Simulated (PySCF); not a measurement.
# One molecule, several mistakes: AlBGeH5

All numbers below are calculated, not measured. They come from PySCF 2.14.0, an open-source quantum chemistry program, on an isolated molecule that a program drew, which may never have been made. The molecule is AlBGeH5 (charge 0, doublet), drawn as the SMILES string `[BH2][GeH][AlH2]`.

Each row is a Hartree-Fock (HF) and frozen-core CCSD(T) single point in the cc-pV(D+d)Z basis, meant for a local HF minimum. Run 1 is clean. Each other run has one planted mistake out of seven kinds, and not every kind appears here: one electron removed, one electron added, multiplicity raised by two, geometry at a saddle point, minimal basis STO-3G, one bond length entered in bohr, all coordinates scaled. The reference is restricted for singlets and unrestricted otherwise, and also for a bond in bohr. Adding or removing an electron swaps singlet and doublet. Electrons count all cores. HOMO and LUMO are orbital energies over both spins, the gradient is its largest component, and the lowest frequency (negative if imaginary) is given only where the gradient is small. Bond lengths are over the 7 bonds as drawn. T1 is the CCSD diagnostic: over 0.02 (restricted) or 0.045 (unrestricted) a single reference is doubtful. Germanium has the cc-pVDZ-PP basis, with a core potential (ECP10MDF) in place of its 10 inner electrons, and its 3s, 3p and 3d shells are frozen in CCSD(T).

Geometry of the clean run:
```xyz
8
AlBGeH5, angstrom
B     0.0081    0.5149    1.4457
Ge    0.0957   -0.4659   -0.3436
Al   -0.8997    0.2597   -2.4698
H     0.5335    0.0645    2.4232
H    -0.5784    1.5573    1.5186
H     0.8708   -1.7929   -0.3310
H    -0.7384   -0.6211   -3.7706
H    -1.7023    1.6191   -2.5142
```

| run | electrons | basis functions | <S^2> | HOMO (eV) | LUMO (eV) | gradient (hartree/bohr) | lowest frequency (cm^-1) | mean bond (Å) | longest bond (Å) | T1 | HF (hartree) | CCSD(T) (hartree) | mistake |
|---|---|---|---|---|---|---|---|---|---|---|---|---|---|
| 1 | 55 | 85 | 0.760 | -8.09 | -0.17 | 1.3e-05 | 114 | 1.6558 | 2.457 | 0.0168 | -562.84469 | -563.13148 | no fault |
| 2 | 56 | 85 | 0.000 | -1.43 | 5.25 | 3.0e-02 | - | 1.6558 | 2.457 | 0.0235 | -562.87019 | -563.19888 | one electron added |
| 3 | 55 | 85 | 3.784 | -6.06 | -2.12 | 4.4e-02 | - | 1.6558 | 2.457 | 0.0319 | -562.71160 | -562.99916 | multiplicity raised by two |
| 4 | 54 | 85 | 0.000 | -15.75 | -6.73 | 3.7e-02 | - | 1.6558 | 2.457 | 0.0103 | -562.57355 | -562.84063 | one electron removed |
| 5 | 55 | 85 | 1.637 | -8.32 | -0.10 | 5.9e-03 | - | 1.8512 | 2.904 | 0.0349 | -562.75798 | -563.02737 | ? |

**Which mistake was planted in run 5, and what did it cost?**

The mean bond changes by a factor of 1.118 and the longest by 1.182, so the molecule wasn't scaled as a whole. A length L in bohr read as angstrom grows by (1/0.5292 - 1) L = 0.890 L. The 7 bonds together grew by 7 x 0.1954 = 1.368 Å, which gives L = 1.537 Å. That is bond Ge2-H6, 1.537 Å in the clean geometry. So the mistake is: one bond length entered in bohr. Subtracting run 1 and multiplying by 627.51 kcal/mol a hartree, the energy moved by 54.4 kcal/mol in HF and 65.3 kcal/mol in CCSD(T).

Cautions from the logs. Run 2: T1 is over the limit, so its CCSD(T) energy is less reliable.
